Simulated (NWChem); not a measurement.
# Correlation energy of OTe

```xyz
2

O      0.0000     0.0000     1.6038
Te     0.0000     0.0000    -0.2467
```
Charge 0, spin multiplicity 3.

Program: NWChem. Structure: optimised with UPBE0/def2-SVP with def2 effective core potentials on Te, a minimum by its harmonic frequencies.

Basis set: def2-SVP. Each correlation energy counts from its own Hartree-Fock reference.

Effective core potentials replace the inner electrons of Te; spin-orbit coupling is left out. The correlated methods keep 5 core orbitals frozen. The structure started from a generated list of species. The unpaired electrons of the parent sit in orbitals of symmetry b1 and b2 (C2v labels of the run); other states weren't searched. The stability of the SCF solutions was not checked. Open-shell Hartree-Fock references start from PBE0 orbitals. No row is a measurement; the coupled-cluster row has its own basis-set and correlation limits.

### Question
One of these methods gave a correlation energy of -303.6 mHa. Which?
A. CCSD[T] on ROHF
B. UMP2
C. CCSD(T) on ROHF
D. CCSD on ROHF

### Answer
B, UMP2. The others give -336.3 (CCSD[T] on ROHF), -318.1 (CCSD on ROHF), -332.7 (CCSD(T) on ROHF).
